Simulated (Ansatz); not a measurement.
`C[O][Al-]([CH3])([CH3])[SH2+]` at its PBE0-D4/def2-TZVP geometry, where that method's forces vanish. The species carries charge 0 and has multiplicity 1.

```xyz
17

C     0.1466   -0.3802    2.4575
O    -0.0481    0.5557    1.4497
Al    0.1785    0.4585   -0.2496
C     1.2078   -1.0647   -0.9468
C     0.0191    2.1496   -1.2160
S    -2.2562   -0.4568   -0.6695
H     0.7142   -1.2616    2.1234
H    -0.8128   -0.7380    2.8594
H     0.6983    0.0648    3.2944
H     0.9644   -2.0123   -0.4552
H     1.0544   -1.2035   -2.0222
H     2.2825   -0.9050   -0.8041
H    -0.7368    2.8016   -0.7688
H     0.9659    2.7000   -1.2012
H    -0.2438    2.0057   -2.2692
H    -2.0973   -1.4925    0.1711
H    -2.0367   -1.2213   -1.7528
```

Q: What forces (eV/Å) does PBE-D4/def2-TZVPP give on these atoms in Ansatz 0.2.0? (Estimate.)

A: Computed: 
```
C1   0.027 -0.152  0.141
O2  -0.121  0.401 -0.003
Al3  0.036 -0.033 -0.259
C4  -0.040  0.060  0.031
C5  -0.006 -0.062  0.051
S6  -0.140  0.371  0.047
H7   0.125 -0.208 -0.048
H8  -0.203 -0.093  0.107
H9   0.120  0.083  0.200
H10 -0.039 -0.181  0.088
H11 -0.026 -0.030 -0.198
H12  0.203  0.022  0.022
H13 -0.139  0.131  0.075
H14  0.174  0.106 -0.001
H15 -0.048 -0.024 -0.194
H16  0.038 -0.215  0.133
H17  0.040 -0.175 -0.192
```
